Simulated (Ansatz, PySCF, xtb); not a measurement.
Reaction (SMILES): CC(C)N([SiH3])[SiH3] + 5 [H][H] (H2) -> 3 C (CH4) + N (NH3) + 2 [SiH4] (SiH4)
Structures are relaxed separately at B3LYP-D3(BJ)/def2-TZVP in Ansatz (a program for electronic structure), one conformer each, not searched for the lowest. Frequencies are from Ansatz or PySCF.

Wanted: energy of full hydrogenation (0 K, with B3LYP-D3(BJ) harmonic zero-point energies), in eV. Cores are frozen in the correlated levels unless marked. Spin-orbit coupling is left out. No relativistic terms. CBS marks a two-point X^-3 extrapolation of the correlation energy; Hartree-Fock from the larger set. The bracket is a focal-point correction in the basis named.

```json
[
 {"level": "GFN2-xTB", "program": "xtb", "energy of full hydrogenation (eV)": "-1.38"},
 {"level": "HF/6-31G", "program": "Ansatz", "energy of full hydrogenation (eV)": "-2.47"},
 {"level": "HF/aug-cc-pV(T+d)Z", "program": "Ansatz", "energy of full hydrogenation (eV)": "-2.01"},
 {"level": "HF/cc-pV(T+d)Z", "program": "Ansatz", "energy of full hydrogenation (eV)": "-1.99"}
]
```

Question: Predict the RI-MP2/CBS(aug-cc-pV(T+d)Z,aug-cc-pV(Q+d)Z)+[CCSD(T)-MP2]/aug-cc-pV(T+d)Z result (Ansatz).

Answer: -0.98 eV, so HF/cc-pV(T+d)Z differs from it by -1.01 eV.
